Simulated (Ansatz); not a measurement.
Mulliken charges of C$_{2}$H$_{4}$BrGaO$_{2}$ (`C[C](=O)[Ga]([OH])[Br]`) from B3LYP/def2-TZVPP in Ansatz (PBE0-D4/def2-TZVP geometry).

| atom | x (Å) | y (Å) | z (Å) | charge (e) |
| --- | --- | --- | --- | --- |
| C1 | 0.234 | -1.567 | 0.509 | -0.199 |
| C2 | -0.728 | -0.426 | 0.643 | 0.067 |
| O3 | -1.733 | -0.474 | 1.294 | -0.227 |
| Ga4 | -0.264 | 1.287 | -0.362 | 0.542 |
| O5 | 1.203 | 1.326 | -1.374 | -0.405 |
| Br6 | -1.530 | 3.192 | -0.279 | -0.264 |
| H7 | 0.356 | -1.817 | -0.549 | 0.102 |
| H8 | -0.114 | -2.434 | 1.072 | 0.103 |
| H9 | 1.221 | -1.251 | 0.863 | 0.100 |
| H10 | 1.355 | 2.164 | -1.819 | 0.181 |

Question: By hand: the dipole of these point charges (1 e Å = 4.8032 D).

Answer: Σ q r = (0.464, -0.461, -0.107) e Å, of length 0.663 e Å = 3.18 D.

Question: How does the dipole of the full density compare? (An estimate is asked.)

Answer: The calculation gave: (0.440, -0.258, -0.171) e Å, 2.58 D; the point charges give 1.23 times that, at 17° from its direction.

Point charges leave out the atoms' own dipoles, such as those of lone pairs, and Mulliken's split depends on the basis, so the two needn't agree.

B3LYP here is the variant with VWN-RPA as its local correlation; programs differ in this.
